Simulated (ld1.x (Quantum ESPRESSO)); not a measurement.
**I (Z = 53): excitation energies, all-electron against TM**

- Element: I (Z = 53)
- Generator: ld1.x (Quantum ESPRESSO) 7.5
- Type: norm-conserving Troullier–Martins (Kleinman–Bylander form)
- Functional: Wu–Cohen
- Relativity: scalar-relativistic
- Frozen core: [Kr] 4d10
- Valence charge: 7
- Reference configuration: 5s2 5p3 (charge +2)
- Partial waves: 5p (bound): rc 2.00 bohr; 5d channel at 0.2 Ry: rc 2.10 bohr; 5s (bound): rc 1.50 bohr
- Local potential: the s channel
- Core correction: none

Energies are relative to the spin-unpolarised reference configuration 5s2 5p3; without spin polarisation the order of configurations can differ from experiment.

```json
{"valence configuration": "5s2 5p5", "charge": "0", "ΔE all-electron (eV)": "-31.058", "error AE − PS (meV)": "+14"}
{"valence configuration": "5s2 5p4", "charge": "+1", "ΔE all-electron (eV)": "-19.902", "error AE − PS (meV)": "+7.7"}
{"valence configuration": "5s2 5p2", "charge": "+3", "ΔE all-electron (eV)": "29.420", "error AE − PS (meV)": "-3.0"}
{"valence configuration": "5s2 5p4.5", "charge": "+0.5", "ΔE all-electron (eV)": "-26.517", "error AE − PS (meV)": "+11"}
{"valence configuration": "5s2 5p5.3", "charge": "-0.3", "ΔE all-electron (eV)": "-32.842", "error AE − PS (meV)": "+15"}
```

What are ΔE and the potential's error for 5s2 5p1?

ΔE = 68.968 eV all-electron; the error (AE − PS) is +12 meV.

What are ΔE and the potential's error for 5s1 5p6?

ΔE = -20.603 eV all-electron; the error (AE − PS) is +12 meV.

Levels in the configuration 5s2 5p5.3:

| level | all-electron (eV) | pseudo (eV) |
| --- | --- | --- |
| 5s | -15.022 | -15.033 |
| 5p | -4.824 | -4.826 |
